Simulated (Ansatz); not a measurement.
Wavefunction ladder for `CB([SiH3])CF`

```xyz
13

C     0.763    1.244   -0.836
B     0.084    0.147    0.042
Si   -0.832   -1.476   -0.753
C     0.119    0.317    1.590
F    -0.503   -0.688    2.320
H     0.026    1.666   -1.531
H     1.517    0.785   -1.487
H     1.230    2.065   -0.286
H    -2.262   -1.521   -0.338
H    -0.173   -2.724   -0.274
H    -0.786   -1.477   -2.243
H    -0.347    1.275    1.867
H     1.164    0.386    1.929
```

The species carries charge 0 and has multiplicity 1. All single points use the PBE0-D4/def2-TZVP geometry. It is one conformer, not always the lowest. Frozen core, restricted reference, Ansatz. CBS rows extrapolate triple and quadruple zeta; past MP2 they add the triple-zeta difference.

```csv
basis,HF (Eh),MP2 corr.,CCSD corr.,(T),CCSD(T) total
def2-TZVPP,-493.52178,?,-0.88006,?,?
def2-QZVPP,?,-0.88345,–,–,–
CBS(def2),-493.54238,?,-0.98802,as TZ,?
```

(1) Fill in the withheld values. (Best estimate.)

Answers

(1) Ansatz gave: def2-TZVPP MP2 corr.: -0.82143; def2-TZVPP (T): -0.03049; def2-TZVPP CCSD(T) total: -494.43233; def2-QZVPP HF (Eh): -493.53989; CBS(def2) MP2 corr.: -0.92939; CBS(def2) CCSD(T) total: -494.56089.
